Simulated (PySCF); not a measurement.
SMILES CC(C)CCC=O (GFN2-xTB optimised geometry):

```
19

C      2.444    -0.843    -0.363
C      0.933    -0.968    -0.175
C      0.631    -1.872     1.019
C      0.318     0.424     0.000
C     -1.207     0.424     0.000
C     -1.787     1.807     0.000
O     -1.166     2.832    -0.002
H      2.675    -0.222    -1.225
H      2.897    -0.390     0.516
H      2.893    -1.822    -0.515
H      0.508    -1.425    -1.076
H     -0.436    -2.057     1.116
H      1.128    -2.832     0.898
H      0.989    -1.415     1.939
H      0.674     0.866     0.933
H      0.657     1.070    -0.813
H     -1.595    -0.094    -0.882
H     -1.607    -0.095     0.874
H     -2.897     1.814     0.001
```

Computed with PySCF 2.14.0 with PBE0/def2-SVP.

What are the frontier orbital energies and the dipole moment?

HOMO-2 -9.16 eV, HOMO-1 -9.16 eV, HOMO -7.27 eV, LUMO -0.35 eV, LUMO+1 1.64 eV; dipole moment 2.54 D.

On the same geometry PBE/def2-SVP (PySCF) gives HOMO-2 -7.74 eV, HOMO-1 -7.73 eV, HOMO -5.60 eV, LUMO -1.55 eV, LUMO+1 0.79 eV; dipole moment 2.37 D.

Meta-Löwdin charges at PBE0/def2-SVP: C1 -0.30, C2 -0.04, C3 -0.30, C4 -0.17, C5 -0.22, C6 0.28, O7 -0.37, H8 0.10, H9 0.09, H10 0.10, H11 0.08, H12 0.09, H13 0.10, H14 0.09, H15 0.09, H16 0.10, H17 0.11, H18 0.11, H19 0.05.
